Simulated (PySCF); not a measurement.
## Structure revision by computed shifts

A compound C7H8F2 gives the data below (simulated from a calculation) and was assigned the structure `C=C1C=C(F)C[C@@H](F)C1`.

$^{13}$C{$^{1}$H} NMR (computed): δ 169.2 (C), 147.8 (CH), 147.8 (C), 123.9 (CH2), 121.4 (CH2), 90.5 (CH), 44.5 (CH2).

$^{1}$H NMR (500 MHz, computed): δ 5.91 (m, 1H), 5.60 (m, 1H), 5.39 (m, 1H), 5.17 (m, 1H), 5.16 (m, 1H), 5.12 (m, 1H), 3.17 (d, 2H).

[PySCF 2.14.0 with density-fitted response routines: shielding tensors at PBE0/pcSseg-1 (GIAO); geometry: GFN2-xTB; relativity neglected; one conformer; isolated molecule; equivalent nuclei averaged]

Chemical shifts δ = σref − σ; $^{1}$H (σ = 31.72 ppm), $^{13}$C (σ = 186.93 ppm) vs TMS, all at this level.

(1) Compare with the shifts computed for the proposed structure, pairing carbons in order of shift.

(2) Which isomer fits?

## Answers

(1) Mapped SMILES: `[CH2:1]=[C:2]1[CH:3]=[C:4]([F:5])[CH2:6][C@@H:7]([F:8])[CH2:9]1`; H(Xn) means a hydrogen on atom n.

```
atom  computed for proposal  given list  difference
  C4                  171.2       169.2        +2.0
  C2                  144.6       147.8        -3.2
  C1                  119.4       147.8       -28.4
  C3                  115.6       123.9        -8.3
  C7                   91.5       121.4       -29.9
  C9                   41.3        90.5       -49.2
  C6                   38.0        44.5        -6.5
```

The rms difference is 24.6 ppm and the largest -49.2 ppm at C9 (allylic sp3 CH2). The carbon types in order of shift don't match either: C, C, CH2, CH, CH, CH2, CH2 for the proposal against C, CH, C, CH2, CH2, CH, CH2 in the data. The proposal doesn't fit.

(2) SMILES C=CCC(=C)C=C(F)F.

1. Carbon types of the structure: 2 × C, 2 × CH, 3 × CH2, which accounts for all hydrogens.
2. δC 169.2, 147.8: fully substituted alkene carbon.
3. δC 147.8, 90.5: alkene CH.
4. δC 123.9, 121.4: terminal =CH2 carbon; the olefinic region.
5. δH 5.91, 5.17: hydrogen on an alkene CH; attached to an sp2 carbon and in the plane of the double bond.

Other isomers checked: C[C@]1(F)C=CC(F)=CC1 (rms 24.8 ppm).

The data come from this structure; uniqueness wasn't tested.

Splittings by $^{19}$F in the carbon and heteronuclear signals aren't shown, as no couplings were computed. Shifts are as computed. Against solution values, carbons near 30 ppm lie about +3 ppm off and those near 130 ppm about +5 ppm. Of 1309 compounds with measured shifts, 239 miss one by over three times the rms of a fit or turn the order of signals round; such compounds aren't used in these exercises. Multiplicities follow the n + 1 count of equivalent neighbours, as no J values were calculated; m marks all less simple cases, F and P coupling included.
